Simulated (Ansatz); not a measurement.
Ideal-gas functions of `[I][Al]([I])[I]` at 800 K and 1 bar, from an Ansatz frequency run at PBE0-D4/def2-TZVP.

Molar mass 407.69 g/mol, point group D3h (symmetry number 6), electronic degeneracy 1, moments of inertia 1142.755, 1142.763, 2285.518 u Å². Harmonic wavenumbers (cm⁻¹, unscaled): 63, 63, 143, 163, 434, 434.

Use S(trans) = R[1.5 ln M + 2.5 ln T − 1.1517]; rotational temperatures θ = 24.2544 K / I; S(rot) = R[ln(√π/σ · √(T³/θAθBθC)) + 1.5]; for each mode x = 1.438777 ν̃/T, S = R[x/(eˣ − 1) − ln(1 − e⁻ˣ)] and H = RT x/(eˣ − 1); 1 cm⁻¹ = 0.0119627 kJ/mol; R = 8.31446 J/(mol·K).

Question: By hand: the entropy, in J/(mol·K).

Answer: Translation 204.3. Rotation: θ = 0.0212, 0.0212, 0.0106 K, giving 136.6. Vibration, mode by mode: 26.43, 26.43, 19.63, 18.55, 10.58, 10.58, in all 112.2. Electronic 0.0. Sum 453.1 J/(mol·K).

Question: By hand: H − E and G − E in kJ/mol, counted from the electronic energy.

Answer: Zero-point energy ½ × 1300 × 0.0119627 = 7.8; thermal vibration 32.9; translation, rotation and pV give 4 RT = 26.6. H − E = 67.3 kJ/mol, and G − E = 67.3 − 800 × 453.1/1000 = -295.2 kJ/mol.

Vibration gives 25 % of the entropy, 72.5 J/(mol·K) of it from the modes under 150 cm⁻¹: soft modes count most, and the harmonic formula is weakest for them.
